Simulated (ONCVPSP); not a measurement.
## Before and after: ONCV potential for Ta (Z = 73)

ONCVPSP 4.0.1 input, shortened (lines: element, Z, core and valence counts, functional; n l f; lmax; l rc ep ncon nbas qcut; lloc lpopt rc5 dvloc0; l nproj debl; icmod fcfact rcfact), LDA (Perdew-Zunger), scalar-relativistic:

```
  Ta 73.00   10    4        3      upf
    1    0    2.00
    2    0    2.00
    2    1    6.00
    3    0    2.00
    3    1    6.00
    3    2   10.00
    4    0    2.00
    4    1    6.00
    4    2   10.00
    4    3   14.00
    5    0    2.00
    5    1    6.00
    5    2    3.00
    6    0    1.00
    2
    0    1.85    0.00    3    6    5.20
    1    1.85    0.00    4    7    6.10
    2    2.15    0.00    3    8    8.40
    4    5    1.50    6.00
    0    2    2.30
    1    2    2.60
    2    1    2.30
    3    2.25    1.40
```

All-electron outer shells of the reference configuration (LDA (Perdew-Zunger), scalar-relativistic, ld1.x):

```csv
shell,level (eV),outermost node (bohr),outermost maximum (bohr)
5s,-80.48,0.54,0.98
5p,-46.86,0.58,1.13
4f,-32.23,–,0.44
6s,-11.91,1.32,2.64
5d,-10.76,0.65,1.58
```

Change: s: qcut 6.7; p: qcut 7.8; d: qcut 10.8.

Cutoffs: the cutoffs (Ha) at which the residual kinetic energy of the hardest occupied pseudo-wave falls to 1 and 0.1 mHa per electron; they do not see the model core or the augmentation charge, which bear on the density cutoff. Errors are all-electron minus pseudo energies relative to the spin-unpolarised reference configuration.

**Question.** What does the change do?

**Answer.** The potential gets harder (14 Ha and 17 Ha → 25 Ha and 33 Ha); of the 4 tests that both files solve, the error grows in 1 and shrinks in 2 by more than 15 % and 0.3 meV (median size 9.6 → 9.0 meV); neither file shows a bound ghost.

| quantity | base | changed |
| --- | --- | --- |
| cutoff, loose | 14 Ha | 25 Ha |
| cutoff, tight | 17 Ha | 33 Ha |
| loose cutoff by channel | s 10 Ha, p 10 Ha, d 14 Ha | s 15 Ha, p 16 Ha, d 25 Ha |
| bound ghosts | none | none |
| GHOST(+) flags under 300 eV | none | none |
| error for 5s2 5p6 5d3 6s2, meV [ΔE -8.70 eV] | +2.3 | +2.9 |
| error for 5s2 5p6 5d3 6s0, meV [ΔE 15.31 eV] | -5.1 | -4.3 |
| error for 5s2 5p6 5d2 6s0, meV [ΔE 39.24 eV] | -14 | -14 |
| error for 5s2 5p6 5d1 6s0, meV [ΔE 74.60 eV] | -64 | -54 |
| s: phases at 1.88 bohr within 0.05 rad from the reference energy up to (Ha; the scan ends near 5) | 4.8 | to the end of the scan |
| p: phases at 1.88 bohr within 0.05 rad from the reference energy up to (Ha; the scan ends near 5) | to the end of the scan | to the end of the scan |
| d: phases at 2.18 bohr within 0.05 rad from the reference energy up to (Ha; the scan ends near 5) | 2.0 | 2.0 |
| rms error of d²Exc/dni dnj with the model core, mHa | 3.27 | 3.11 |
